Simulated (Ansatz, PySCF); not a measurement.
System: C$_{2}$Cl$_{2}$F$_{3}$, net charge 0, doublet state. It need not be the lowest isomer of its formula. 
Coordinates optimised at B3LYP-D3(BJ)/def2-TZVP (Ansatz, a quantum-chemistry and plane-wave program):
```
C
F 1 1.3399
F 1 1.3399 2 108.36
F 1 1.3523 2 107.26 3 115.49
C 1 1.5029 2 110.88 4 122.61
Cl 5 1.6969 1 118.11 2 161.88
Cl 5 1.6969 1 118.11 2 -41.46
```
Charge 0, spin multiplicity 2.

Total electronic energies in hartree. Correlated levels leave the core frozen unless marked. Open shells are spin-unrestricted. No spin-orbit coupling. No relativistic terms. CBS(X,Y): correlation extrapolated as X^-3; Hartree-Fock from the larger set. [CCSD(T)-MP2]/basis is that difference in the basis named.

| level | program | energy (Eh) |
|---|---|---|
| HF/cc-pV(D+d)Z | Ansatz | -1293.03410 |
| SVWN5/def2-TZVPD | Ansatz | -1290.77789 |
| BLYP/def2-TZVPD | Ansatz | -1296.23519 |
| B3LYP-D4/def2-TZVPD | Ansatz + dftd4 | -1296.31948 |
| B3LYP/def2-TZVPD | Ansatz | -1296.30707 |
| PBE0/6-31G* | Ansatz | -1295.38060 |
| PBE0-D3(BJ)/def2-TZVP | Ansatz + dftd3 | ? |
| TPSSh-D4/def2-TZVPD | PySCF + dftd4 | ? |
| M06-2X/def2-TZVPD | PySCF | -1296.12332 |
| B2PLYP-D4/def2-TZVPD | Ansatz + dftd4 | -1295.80915 |
| MP2/STO-3G | Ansatz | -1278.17594 |
| RI-MP2/cc-pV(Q+d)Z | Ansatz | -1294.76750 |
| CCSD/cc-pV(D+d)Z | Ansatz | -1294.14465 |
| CCSD(T)/cc-pV(T+d)Z | Ansatz | -1294.69386 |
| RI-MP2/CBS(cc-pV(T+d)Z,cc-pV(Q+d)Z)+[CCSD(T)-MP2]/cc-pV(T+d)Z | Ansatz | -1294.9524 |

Task: What belongs in the gaps?

Result: 
- PBE0-D3(BJ)/def2-TZVP, energy (Eh): -1295.61813
- TPSSh-D4/def2-TZVPD, energy (Eh): -1296.31390
